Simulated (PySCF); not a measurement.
# UHF on F (fluorine, neutral)

Configuration: [He] 2s2 2p5, 2P determinant. All numbers are calculated (PySCF 2.14, the spin-free X2C one-electron Hamiltonian (Gaussian nucleus), in ANO-RCC-VTZP).

- Total energy: -99.502505 hartree
- One-electron energy: -139.3700 hartree
- Hartree (Coulomb) energy: 49.9280 hartree
- Exchange energy: -10.0605 hartree
- ⟨S²⟩: 0.7542
- ⟨L²⟩: 2.013
- Sum of ⟨r⟩: 7.779 bohr
- Sum of ⟨r²⟩: 10.28 bohr²
- Traceless quadrupole moment −½Σ⟨3z² − r²⟩ along its main axis: 0.686 e·bohr²
- Langevin diamagnetic susceptibility: -8.14 ×10⁻⁶ cm³/mol

```tsv
shell	electrons	mean orbital energy (eV)	spread (eV)	rms radius, mean of both spins (bohr)
1s α	1	-719.28	0	0.204
1s β	1	-717.96	0	0.204
2s α	1	-45.580	0	1.10
2s β	1	-40.267	0	1.10
2p α	3	-20.908	3.094	1.25
2p β	2	-18.471	0	1.25
```

Spin-orbit constants ζ (cm⁻¹) from the X2C one-electron operator on these orbitals: bare nucleus, nucleus screened by l(l+1)(2l+1)/3 electrons, and screened by the Breit-Pauli mean field of the electrons.

```csv
shell,bare,screened nucleus,mean field
2p,415.6,323.2,283.2
```

To first order the Landé constant is A = -283.2 cm⁻¹, so the lowest level has J = 3/2 and lies 0.0176 eV below the centre of the term.
